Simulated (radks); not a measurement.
Q: Neutral rubidium, [Kr] 5s1. Method: non-relativistic Kohn-Sham, exchange-only LDA, spin-polarised, spherical densities, point nucleus; computed with a radial shooting solver on a logarithmic mesh with Libxc functionals. Every spin shell is full or empty, so the densities are truly spherical. Functionals are evaluated on that one density, not self-consistently. Rank these orbital-free kinetic functionals by their error against the exact value of the orbitals, and give that value: Thomas-Fermi, von Weizsacker, TF + vW, TF + vW/9, TF + vW/5, LC94, APBEK, revAPBEK, Perdew 92, Thakkar, Pearson, PG1, DePristo-Kress, Ernzerhof.

A: Exact: 2932.98 hartree. From best to worst, with 100 (|E| - |E exact|)/|E exact| (equal figures are ties): LC94 +0.04, DePristo-Kress -0.08, APBEK +0.11, revAPBEK +0.32, Ernzerhof -0.39, Thakkar -0.49, Perdew 92 -0.71, TF + vW/9 -0.72, Pearson -1.05, TF + vW/5 +3.36, Thomas-Fermi -5.82, PG1 +16.98, TF + vW +40.06, von Weizsacker -54.12.
